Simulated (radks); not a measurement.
Results of a calculation; reference values are marked as such.
W4+, 70 electrons, occupied as [Kr] 4d10 4f14 5s1.5 5p6 5d2 6d0.5 (fractional occupations, a model configuration).

Level of theory: Dirac Kohn-Sham, AM05, spin-unpolarised, spherical densities, point nucleus; open shells are shared between the two j in proportion to 2j + 1 (a radial shooting solver on a logarithmic mesh with Libxc functionals).

Energy parts (eV):
| part | energy |
|---|---|
| total | -439508.85 |
| kinetic | 495189.93 |
| electron-nucleus | -1094757.12 |
| Hartree | 168611.47 |
| exchange-correlation | -8553.12 |

Orbitals (lengths in bohr, moments of r in powers of bohr):
[
 {"orbital": "1s1/2", "occ.": "2", "eigenvalue (eV)": "-69395.68", "<r^2>": "0.0004633", "<1/r>": "87.07", "<r^4>": "5.827e-07", "small-component weight": "7.79e-02"},
 {"orbital": "2s1/2", "occ.": "2", "eigenvalue (eV)": "-12012.03", "<r^2>": "0.007067", "<1/r>": "21.18", "<r^4>": "0.00008719", "small-component weight": "1.76e-02"},
 {"orbital": "2p1/2", "occ.": "2", "eigenvalue (eV)": "-11490.22", "<r^2>": "0.005046", "<1/r>": "21.15", "<r^4>": "0.00005251", "small-component weight": "1.77e-02"},
 {"orbital": "2p3/2", "occ.": "4", "eigenvalue (eV)": "-10139.03", "<r^2>": "0.006246", "<1/r>": "17.76", "<r^4>": "0.00007649", "small-component weight": "1.60e-02"},
 {"orbital": "3s1/2", "occ.": "2", "eigenvalue (eV)": "-2803.947", "<r^2>": "0.04618", "<1/r>": "7.773", "<r^4>": "0.003226", "small-component weight": "5.80e-03"},
 {"orbital": "3p1/2", "occ.": "2", "eigenvalue (eV)": "-2571.547", "<r^2>": "0.04237", "<1/r>": "7.689", "<r^4>": "0.002846", "small-component weight": "5.75e-03"},
 {"orbital": "3p3/2", "occ.": "4", "eigenvalue (eV)": "-2279.402", "<r^2>": "0.04896", "<1/r>": "6.813", "<r^4>": "0.003761", "small-component weight": "5.25e-03"},
 {"orbital": "3d3/2", "occ.": "4", "eigenvalue (eV)": "-1887.815", "<r^2>": "0.03794", "<1/r>": "6.710", "<r^4>": "0.002552", "small-component weight": "5.14e-03"},
 {"orbital": "3d5/2", "occ.": "6", "eigenvalue (eV)": "-1824.229", "<r^2>": "0.03975", "<1/r>": "6.503", "<r^4>": "0.002778", "small-component weight": "5.00e-03"},
 {"orbital": "4s1/2", "occ.": "2", "eigenvalue (eV)": "-617.2157", "<r^2>": "0.2285", "<1/r>": "3.269", "<r^4>": "0.07592", "small-component weight": "1.92e-03"},
 {"orbital": "4p1/2", "occ.": "2", "eigenvalue (eV)": "-520.9136", "<r^2>": "0.2356", "<1/r>": "3.159", "<r^4>": "0.08295", "small-component weight": "1.83e-03"},
 {"orbital": "4p3/2", "occ.": "4", "eigenvalue (eV)": "-453.0340", "<r^2>": "0.2713", "<1/r>": "2.852", "<r^4>": "0.1099", "small-component weight": "1.63e-03"},
 {"orbital": "4d3/2", "occ.": "4", "eigenvalue (eV)": "-294.7980", "<r^2>": "0.2956", "<1/r>": "2.639", "<r^4>": "0.1411", "small-component weight": "1.44e-03"},
 {"orbital": "4d5/2", "occ.": "6", "eigenvalue (eV)": "-282.2854", "<r^2>": "0.3090", "<1/r>": "2.566", "<r^4>": "0.1542", "small-component weight": "1.39e-03"},
 {"orbital": "5s1/2", "occ.": "1.5", "eigenvalue (eV)": "-127.2412", "<r^2>": "1.244", "<1/r>": "1.283", "<r^4>": "2.245", "small-component weight": "4.41e-04"},
 {"orbital": "5p1/2", "occ.": "2", "eigenvalue (eV)": "-98.0264", "<r^2>": "1.483", "<1/r>": "1.163", "<r^4>": "3.276", "small-component weight": "3.71e-04"},
 {"orbital": "5p3/2", "occ.": "4", "eigenvalue (eV)": "-87.4733", "<r^2>": "1.722", "<1/r>": "1.061", "<r^4>": "4.410", "small-component weight": "3.23e-04"},
 {"orbital": "4f5/2", "occ.": "6", "eigenvalue (eV)": "-83.9132", "<r^2>": "0.4444", "<1/r>": "2.110", "<r^4>": "0.4473", "small-component weight": "9.89e-04"},
 {"orbital": "4f7/2", "occ.": "8", "eigenvalue (eV)": "-81.6549", "<r^2>": "0.4583", "<1/r>": "2.080", "<r^4>": "0.4773", "small-component weight": "9.68e-04"},
 {"orbital": "5d3/2", "occ.": "0.8", "eigenvalue (eV)": "-47.9227", "<r^2>": "2.896", "<1/r>": "0.8075", "<r^4>": "13.37", "small-component weight": "1.94e-04"},
 {"orbital": "5d5/2", "occ.": "1.2", "eigenvalue (eV)": "-46.7346", "<r^2>": "3.026", "<1/r>": "0.7878", "<r^4>": "14.57", "small-component weight": "1.86e-04"},
 {"orbital": "6s1/2", "occ.": "0", "eigenvalue (eV)": "-40.2628", "<r^2>": "6.469", "<1/r>": "0.5389", "<r^4>": "59.00", "small-component weight": "1.03e-04"},
 {"orbital": "6p1/2", "occ.": "0", "eigenvalue (eV)": "-32.6421", "<r^2>": "8.357", "<1/r>": "0.4724", "<r^4>": "98.86", "small-component weight": "8.21e-05"},
 {"orbital": "6p3/2", "occ.": "0", "eigenvalue (eV)": "-30.6864", "<r^2>": "9.413", "<1/r>": "0.4422", "<r^4>": "124.5", "small-component weight": "7.43e-05"},
 {"orbital": "6d3/2", "occ.": "0.2", "eigenvalue (eV)": "-20.7908", "<r^2>": "16.21", "<1/r>": "0.3398", "<r^4>": "366.4", "small-component weight": "4.87e-05"},
 {"orbital": "6d5/2", "occ.": "0.3", "eigenvalue (eV)": "-20.5402", "<r^2>": "16.62", "<1/r>": "0.3357", "<r^4>": "384.6", "small-component weight": "4.79e-05"}
]

The highest occupied level is 6d5/2 at -20.540 eV. The configuration is held as typed, so some empty levels lie below it. Summed over all electrons, <r^2> = 38.09 bohr^2, which gives a Langevin (diamagnetic) susceptibility term of -30.2 x 10^-6 cm^3/mol. The density falls to 0.001 e/bohr^3 at r = 3.92 bohr.
